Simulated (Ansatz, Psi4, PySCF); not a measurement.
H$_{3}$Al (SMILES [AlH3]), singlet, at a GFN2-xTB geometry (such geometries of metal compounds can be far from the true shape). Base run: CCSD(T)/def2-TZVP in PySCF.

The PySCF input:
```python
from pyscf import gto, scf, cc

mol = gto.M(
    atom='''
Al   -0.000000   -0.000000   -0.000000
H     0.642794   -0.455149    1.338556
H    -0.275758    1.506779   -0.256226
H    -0.367036   -1.051629   -1.082329
''',
    basis='def2-tzvp',
    charge=0,
    spin=0,
    verbose=4,
)

mf = scf.RHF(mol)
mf.kernel()

mycc = cc.CCSD(mf)
mycc.kernel()
et = mycc.ccsd_t()
print('E(CCSD(T)) = %.10f' % (mycc.e_tot + et))
```

The same geometry, method and basis name were run in Ansatz (a first-principles code) and Psi4 and PySCF, at each program's defaults and at the settings that a row names. The base is PySCF at its defaults. Differences at the defaults can come from grids, fitting, cores and function types together.

```tsv
code and settings	ΔE vs base (mEh)	basis functions	E (Eh)	SCF cycles
PySCF, defaults (exact integrals, spherical functions, all electrons correlated)	0.000	55	-243.87065	7
Psi4, defaults (exact integrals, spherical functions, all electrons correlated)	0.000	55	-243.87065	8
Ansatz, defaults (factorised integrals, spherical functions, frozen core)	119.1	55	-243.75157	-
PySCF, frozen core	119.1	55	-243.75157	7
Psi4, exact integrals, spherical functions, frozen core	119.1	55	-243.75157	8
Ansatz, high accuracy, frozen core	119.1	55	-243.75157	-
```
